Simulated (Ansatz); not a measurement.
Start from `[Cl][Ga]([Cl])[Cl]` and change one atom or group to get `C=[CH][Ga]([Cl])[Cl]`.

Ansatz, PBE0-D4/def2-TZVP geometries, multiplicity 1. Each molecule was computed in one conformer, which needn't be the lowest.

Scalar relativity is left out up to krypton.

```json
{"property": "HOMO–LUMO gap (ωB97M-V/def2-TZVPP) / eV", "`[Cl][Ga]([Cl])[Cl]`": "11.76"}
{"property": "size of the dipole moment (B3LYP/def2-TZVPP) / D", "`[Cl][Ga]([Cl])[Cl]`": "0.00"}
{"property": "HOMO energy (B3LYP/def2-TZVPP) / eV", "`[Cl][Ga]([Cl])[Cl]`": "-9.15"}
{"property": "LUMO energy (PBE/def2-TZVPP) / eV", "`[Cl][Ga]([Cl])[Cl]`": "-2.89"}
{"property": "HOMO–LUMO gap (PBE/def2-TZVPP) / eV", "`[Cl][Ga]([Cl])[Cl]`": "5.13"}
{"property": "size of the dipole moment (ωB97M-V/def2-TZVPP) / D", "`[Cl][Ga]([Cl])[Cl]`": "0.00"}
```

What does the change do to each property? (Best estimate.)

Computed: 
| property | `C=[CH][Ga]([Cl])[Cl]` | shift |
| --- | --- | --- |
| HOMO–LUMO gap (ωB97M-V/def2-TZVPP) / eV | 11.01 | -0.75 |
| size of the dipole moment (B3LYP/def2-TZVPP) / D | 2.92 | 2.92 |
| HOMO energy (B3LYP/def2-TZVPP) / eV | -8.48 | 0.67 |
| LUMO energy (PBE/def2-TZVPP) / eV | -2.72 | 0.17 |
| HOMO–LUMO gap (PBE/def2-TZVPP) / eV | 4.75 | -0.38 |
| size of the dipole moment (ωB97M-V/def2-TZVPP) / D | 2.87 | 2.87 |

With PBE0 the HOMO rises by 0.72 eV and the LUMO rises by 0.08 eV, so the gap narrows by about 0.64 eV. PBE moves the HOMO by 0.54 eV and ωB97M-V by 0.75 eV. The zero-point energy changes by 107.2 kJ/mol with +12 modes.

B3LYP here is the variant with VWN-RPA as its local correlation; programs differ in this.
